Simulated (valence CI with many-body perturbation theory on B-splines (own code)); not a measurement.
E1 line list for K XIV

Method: configuration interaction combined with many-body perturbation theory (CI+MBPT): four valence electrons over a frozen Dirac-Fock core [He], a basis of 11 s, 11 p, 10 d, 8 f, 5 g, 2 h functions for each j, with the one-electron correlation potential Σ1 (screened to all orders), the two-electron term Σ2, the three-electron term Σ3, Breit, model QED; selected single and double excitations, second order for the rest, scaled by the run's own slope (own B-spline code, finite nucleus).

No measured spectrum was set against this ion. As an estimate, levels of excited configurations hold to 0.05 to 0.15 % of their energy, terms of the ground configuration to about 0.5 %. Among the levels kept, up to 940 cm⁻¹ of a level comes from second order outside the variational space, and about a tenth of that is noise between levels of different J, which matters for small intervals.

Lines 201 to 250 of 547 in falling wavelength, among levels below 42.239 Ry, chosen from the strongest by gf and those to the six lowest levels. Wavelengths and rates use the calculated energies, so an error of 300 cm⁻¹ moves a line at 20.40 nm by 0.061 % and its rate by three times that or more. Electric multipoles are in the length gauge, E1 and E2 with the static RPA response of the core. Weak lines are less certain than strong ones. Lines between different terms over intervals too small for the method are left out, as are lines whose strength nearly cancels. The highest levels of a list are the least certain.

Names give the largest LS component (configuration and term), which can be under half, so a name can repeat, a term be missing and a line seem to break the LS rules; names also repeat where a configuration has a term twice. Letters in brackets count levels of one name in rising energy.

| λ vac (nm) | Upper | Lower | A (s⁻¹) | S (a.u.) |
| --- | --- | --- | --- | --- |
| 20.40 | 2p4 3P_2 | 2s.2p3 3P°_2 | 3.23e+09 | 6.76e-02 |
| 20.32 | 2p3.3p 3P_1 | 2s.2p2.3p 3P°_2 [a] | 4.95e+09 | 6.15e-02 |
| 20.28 | 2p3.3p 3P_2 | 2s.2p2.3p 3P°_2 [a] | 3.91e+09 | 8.04e-02 |
| 20.25 | 2s.2p2.3d 1D_2 [a] | 2s2.2p.3d 1D°_2 | 2.92e+09 | 5.99e-02 |
| 20.01 | 2p4 1S_0 | 2s.2p3 1P°_1 | 4.20e+10 | 1.66e-01 |
| 19.67 | 2p3.3p 5P_2 | 2s.2p2.3p 5P°_3 | 6.93e+09 | 1.30e-01 |
| 19.60 | 2s.2p3 3P°_1 | 2s2.2p2 3P_2 | 3.11e+09 | 3.47e-02 |
| 19.60 | 2p3.3p 3P_2 | 2s.2p2.3p 3D°_3 [a] | 1.31e+10 | 2.43e-01 |
| 19.58 | 2p4 3P_1 | 2s.2p3 3P°_2 | 5.43e+09 | 6.03e-02 |
| 19.53 | 2s.2p3 3P°_2 | 2s2.2p2 3P_2 | 8.76e+09 | 1.61e-01 |
| 19.51 | 2p3.3p 5P_3 | 2s.2p2.3p 5P°_3 | 3.55e+09 | 9.12e-02 |
| 19.40 | 2p3.3p 5P_1 | 2s.2p2.3p 5P°_2 | 7.67e+09 | 8.29e-02 |
| 19.26 | 2p3.3p 5P_3 | 2s.2p2.3p 5D°_4 | 1.24e+10 | 3.07e-01 |
| 19.18 | 2p3.3p 5P_3 | 2s.2p2.3p 5P°_2 | 3.06e+09 | 7.46e-02 |
| 19.17 | 2p3.3p 3P_1 | 2s.2p2.3p 3D°_2 [a] | 1.06e+10 | 1.10e-01 |
| 19.13 | 2p3.3p 3P_2 | 2s.2p2.3p 3D°_2 [a] | 3.76e+09 | 6.49e-02 |
| 19.07 | 2s.2p3 3P°_0 | 2s2.2p2 3P_1 | 1.08e+10 | 3.70e-02 |
| 19.04 | 2s.2p3 3P°_1 | 2s2.2p2 3P_1 | 4.48e+09 | 4.59e-02 |
| 19.03 | 2p3.3s 5S°_2 | 2s.2p2.3s 5P_3 | 1.22e+10 | 2.07e-01 |
| 18.98 | 2s.2p3 3P°_2 | 2s2.2p2 3P_1 | 1.31e+09 | 2.21e-02 |
| 18.97 | 2p3.3p 5P_2 | 2s.2p2.3p 5D°_3 | 6.16e+09 | 1.04e-01 |
| 18.88 | 2p3.3s 3S°_1 | 2s.2p2.3s 3P_2 [a] | 1.88e+10 | 1.87e-01 |
| 18.82 | 2p3.3p 5P_3 | 2s.2p2.3p 5D°_3 | 5.67e+09 | 1.31e-01 |
| 18.63 | 2p3.3p 5P_2 | 2s.2p2.3p 5D°_2 | 6.56e+09 | 1.05e-01 |
| 18.58 | 2s.2p2.3d 3F_2 [c] | 2s2.2p.3d 3D°_1 | 3.56e+09 | 5.64e-02 |
| 18.58 | 2s.2p3 3P°_1 | 2s2.2p2 3P_0 | 3.02e+09 | 2.87e-02 |
| 18.56 | 2p3.3s 5S°_2 | 2s.2p2.3s 5P_2 | 9.40e+09 | 1.48e-01 |
| 18.55 | 2p3.3p 5P_1 | 2s.2p2.3p 5D°_1 | 6.45e+09 | 6.09e-02 |
| 18.38 | 2p3.3s 3S°_1 | 2s.2p2.3s 3P_1 [a] | 1.19e+10 | 1.09e-01 |
| 18.32 | 2s.2p2.3d 3F_3 [c] | 2s2.2p.3d 3D°_3 | 2.94e+09 | 6.24e-02 |
| 18.26 | 2s.2p2.3d 3F_4 [c] | 2s2.2p.3d 3D°_3 | 2.11e+09 | 5.72e-02 |
| 18.21 | 2p3.3s 5S°_2 | 2s.2p2.3s 5P_1 | 6.02e+09 | 8.97e-02 |
| 18.09 | 2s.2p2.3d 1F_3 [b] | 2s2.2p.3d 1F°_3 | 1.69e+10 | 3.46e-01 |
| 17.92 | 2s.2p2.3p 1P°_1 [c] | 2s2.2p.3p 1S_0 | 6.56e+09 | 5.59e-02 |
| 17.91 | 2s.2p2.3d 3D_3 [d] | 2s2.2p.3d 3P°_2 | 3.28e+09 | 6.52e-02 |
| 17.89 | 2s.2p2.3p 3D°_3 [c] | 2s2.2p.3p 3P_2 | 3.98e+09 | 7.88e-02 |
| 17.76 | 2s.2p2.3d 3D_3 [c] | 2s2.2p.3d 3F°_3 | 7.80e+09 | 1.51e-01 |
| 17.74 | 2p3.3s 3P°_1 | 2s.2p2.3s 3D_2 | 9.84e+09 | 8.14e-02 |
| 17.69 | 2s.2p2.3d 3D_3 [d] | 2s2.2p.3d 3D°_3 | 3.17e+09 | 6.05e-02 |
| 17.61 | 2p3.3s 3P°_2 | 2s.2p2.3s 3D_3 | 9.26e+09 | 1.25e-01 |
| 17.58 | 2s.2p2.3d 3F_3 [c] | 2s2.2p.3d 3F°_4 | 1.04e+10 | 1.95e-01 |
| 17.56 | 2p4 3P_2 | 2s.2p3 3D°_3 | 1.93e+10 | 2.58e-01 |
| 17.53 | 2s.2p2.3p 3P°_2 [e] | 2s2.2p.3p 3P_2 | 1.09e+10 | 1.45e-01 |
| 17.53 | 2s.2p2.3d 3F_4 [c] | 2s2.2p.3d 3F°_4 | 1.44e+10 | 3.43e-01 |
| 17.50 | 2p4 3P_2 | 2s.2p3 3D°_2 | 5.59e+09 | 7.38e-02 |
| 17.49 | 2s.2p2.3d 3D_2 [c] | 2s2.2p.3d 3F°_3 | 1.83e+10 | 2.41e-01 |
| 17.48 | 2s.2p2.3p 3P°_0 [c] | 2s2.2p.3p 3D_1 [a] | 2.81e+10 | 7.41e-02 |
| 17.45 | 2s.2p2.3p 1D°_2 [b] | 2s2.2p.3p 1D_2 | 2.02e+10 | 2.66e-01 |
| 17.44 | 2s.2p2.3p 3P°_1 [d] | 2s2.2p.3p 3D_2 | 1.88e+10 | 1.48e-01 |
| 17.44 | 2s.2p2.3d 3F_2 [c] | 2s2.2p.3d 3F°_2 | 9.14e+09 | 1.20e-01 |
